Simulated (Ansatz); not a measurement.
`B[BH][GeH3]` + `C[SiH](O)F` → `BBO[SiH](C)F` + GeH₄ at 500 K and 1 bar (cleavage of the B–Ge bond).

Isolated molecules relaxed with PBE0-D4/def2-TZVP in Ansatz; ΔE leaves out vibrations. CCSD(T)/CBS is the MP2 limit (def2-TZVPP, def2-QZVPP) plus CCSD(T) − MP2 in def2-TZVPP, frozen cores. For Ge outer-core shells are correlated without core-valence functions, which leaves a few kJ/mol of doubt a bond. Scalar relativity is left out up to krypton. Each species was taken in one conformer, which may not be the lowest.

```tsv
species	CCSD(T)/CBS energy (Eh)	H − E (kJ/mol)	S (J/(mol·K))
`B[BH][GeH3]`	-2129.23902	184.2	384.3
`C[SiH](O)F`	-505.24344	204.8	370.6
`BBO[SiH](C)F`	-556.02948	284.7	474.3
GeH₄	-2078.49493	99.4	244.6
```

H − E and S are ideal-gas, rigid-rotor, harmonic terms from PBE0-D4/def2-TZVP, for one conformer and one mirror image of each species. 1 Eh = 2625.50 kJ/mol, R = 8.31446 J/(mol·K).

Q: By hand: ΔE, ΔH, ΔS and ΔG.

A: ΔE = (-556.02948) + (-2078.49493) − (-2129.23902) − (-505.24344) = -0.04195 Eh = -110.1 kJ/mol. Δ(H − E) = 284.7 + 99.4 − 184.2 − 204.8 = -4.9, so ΔH = -115.0 kJ/mol. ΔS = 474.3 + 244.6 − 384.3 − 370.6 = -36.0 J/(mol·K). ΔG = -115.0 − 500 × (-36.0)/1000 = -97.0 kJ/mol.

Q: By hand: the equilibrium constant, and the temperature at which ΔG would vanish if ΔH and ΔS stayed fixed.

A: log₁₀ K = −ΔG/(RT ln 10) = 10.1. ΔG = 0 at ΔH/ΔS = 3194 K, far beyond where these terms or the molecules hold.

ΔH outweighs TΔS. A doubt of 5 kJ/mol in ΔE shifts log₁₀ K by 0.5 here. Other conformers and mirror images would add mixing entropy, several J/(mol·K) or more a flexible species. Modes under 60 cm⁻¹, often nearly free rotors, make the harmonic entropy too high. These are equilibria of isolated gas molecules and say nothing of rates. Largest T1 diagnostic: 0.013 (customary marks: 0.02 for closed shells, 0.045 for open ones).
